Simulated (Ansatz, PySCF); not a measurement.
Si(F)(Br)(OH)(OMe) (CH₄BrFO₂Si), SMILES CO[Si](O)(F)Br. Atoms are numbered in the order given.

```xyz
10

C     -2.2665    -0.1109    -1.4474
O     -1.2697     0.8268    -1.0852
Si     0.2372     0.5041    -0.5689
O      1.0951    -0.2255    -1.7602
F      0.9016     1.9093    -0.1565
Br     0.2215    -0.7712     1.2556
H     -1.9489    -0.7176    -2.3121
H     -2.5033    -0.7862    -0.6072
H     -3.1756     0.4443    -1.7195
H      1.9465    -0.6202    -1.5367
```

Geometry: B3LYP-D3(BJ)/def2-SVP. One conformer was computed; it need not be the lowest.

Two levels are set side by side: PBE-D3(BJ)/def2-SVP (Ansatz, an electronic-structure program) and B3LYP-D3(BJ)/def2-SVP (Ansatz). Each level has its own optimised geometry; the coordinates shown are those of the second. Frequencies come from the Hessian of PySCF at each geometry. Differences are taken from unrounded values.

| quantity | B3LYP-D3(BJ) | PBE-D3(BJ) | PBE-D3(BJ) minus B3LYP-D3(BJ) |
|---|---|---|---|
| mean bond length (Å) | 1.421 | 1.430 | 0.009 |
| bond C1–O2 (Å) | 1.416 | 1.420 | 0.005 |
| bond O2–Si3 (Å) | 1.625 | 1.641 | 0.016 |
| bond Si3–O4 (Å) | 1.639 | 1.653 | 0.014 |
| bond Si3–F5 (Å) | 1.608 | 1.620 | 0.012 |
| bond Si3–Br6 (Å) | 2.226 | 2.230 | 0.004 |
| bond C1–H7 (Å) | 1.103 | 1.112 | 0.009 |
| bond C1–H8 (Å) | 1.104 | 1.112 | 0.009 |
| bond C1–H9 (Å) | 1.099 | 1.108 | 0.008 |
| bond O4–H10 (Å) | 0.965 | 0.973 | 0.009 |
| highest harmonic wavenumber (cm⁻¹) | 3878 | 3767 | -111 |
| mean harmonic wavenumber (cm⁻¹) | 1122 | 1091 | -31 |
| zero-point energy (kcal/mol) | 38.50 | 37.42 | -1.08 |

GGA bonds tend to be longer and softer than those of functionals with exact exchange. Differences between two approximate levels are no errors against the true value.
